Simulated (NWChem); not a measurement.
System: CrO$_{2}$BrCl; SMILES [Br][Cr](=[O])(=[O])[Cl]

Not confirmed as a minimum by frequencies.

### Question
Give the equilibrium geometry at PBE-D3(BJ)/def2-SVP (NWChem) as a Z-matrix, with the point group.

### Answer
point group Cs; any orientation.
```
Cr
O 1 1.5569
O 1 1.5569 2 109.08
Cl 1 2.1299 2 109.41 3 -119.65
Br 1 2.2805 2 108.93 3 118.78
```
